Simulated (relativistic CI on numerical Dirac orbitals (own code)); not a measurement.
What each ingredient does to the levels of Cs XXI

Base calculation: Dirac-Coulomb-Breit CI, orbitals from a KLI potential per configuration, QED by a radiative potential, unscaled Slater integrals.

CI space (outside the closed core [Ar] 3d10): 4s2.4p5, 4s.4p6, 4s2.4p4.4d, 4s.4p5.4d, 4s2.4p4.4f, 4s.4p5.4f, 4p6.4d, 4s.4p4.4d2, 4s2.4p3.4d.4f, 4p6.4f, 4s2.4p4.5s, 4s2.4p4.5p, 4p6.5s, 4s.4p4.4d.5s, 4s.4p5.5s, 4p5.4d.4f, 4s2.4p4.5d, 4s2.4p3.4f.5s, 4s.4p4.4f2, 4s.4p5.5p, 4s2.4p4.5f, 4s2.4p4.5g, 4s.4p5.5d, 4s2.4p4.6s, 4s2.4p4.6p, 4s.4p4.5s2, 4s2.4p4.6d, 4s2.4p3.4d2, 4s2.4p2.4d3, 4s.4p3.4d3, 4s2.4p2.4d2.4f, 4s.4p3.4d2.4f, 4s2.4p2.4d2.5s, 4p5.4d2, 4p4.4d3, 4p4.4d2.4f, 4p4.4d2.5s, 4p5.4d.5s, 4p4.4d.4f.5s, 4p4.4d.5s2, 4s2.4p3.5s2, 4s2.4p2.4d.5s2, 4s.4p3.4d.5s2, 4s2.4p2.4f.5s2, 4s.4p3.4f.5s2. Double excitations out of closed p, d and f shells are left out; levels of such configurations are missing from the list, as are those of other unlisted configurations, and high levels can miss mixing partners. These lack a partner that the ground configuration has and come out too high: 4s2.4p4.5p, 4s.4p5.5s, 4s2.4p4.5d, 4s.4p5.5p, 4s2.4p4.5f.

Variants: (1) configuration mixing switched off; (2) non-relativistic limit. Shifts of the energy above 4s2.4p5 2P°_3/2, in cm⁻¹, for the lowest level and the first level of each name with at least 55 % of one term (blank where a level changes its place among those of its configuration and J or its character, or is not in the variant):

```csv
Level,Base,Δ(1),Δ(2)
4s2.4p5 2P°_3/2,0,0,0
4s2.4p5 2P°_1/2,139876,+1706,-139876
4s.4p6 2S_1/2,563300,+86550,-157214
4s2.4p4.4d 4D_5/2,675348,+1770,-48917
4s2.4p4.4d 4F_9/2,713587,+1622,-48565
4s2.4p4.4d 4P_1/2,752447,-8338,
4s2.4p4.4d 4D_1/2,789949,+3666,
4s2.4p4.4d 2G_9/2,867039,+4478,-171071
4s2.4p4.4d 2S_1/2,943459,-39293,-140829
4s.4p5.4d 4P°_1/2,1221409,+35448,-181875
4s.4p5.4d 4P°_3/2,1234573,+37229,-195039
4s.4p5.4d 4F°_7/2,1262635,+35324,-196954
4s.4p5.4d 4F°_9/2,1268051,+33133,-202370
4s2.4p3.4d2 6F°_1/2,1404628,-28046,-124170
4s2.4p3.4d2 6F°_11/2,1424375,-18661,-143918
4s2.4p3.4d2 4P°_1/2,1441418,-14698,
```

At this charge energies of transitions that change n are usually good to better than 1 %, and those within a shell (Δn = 0) to a few per cent.

Ionisation energy from the two ground configurations alone: base 629.459 eV. The NIST ASD value (theoretical) is 629 eV.

LS names give the leading component of a level, which can be under half, so a name can repeat, a term be missing and a line seem to break the LS rules.
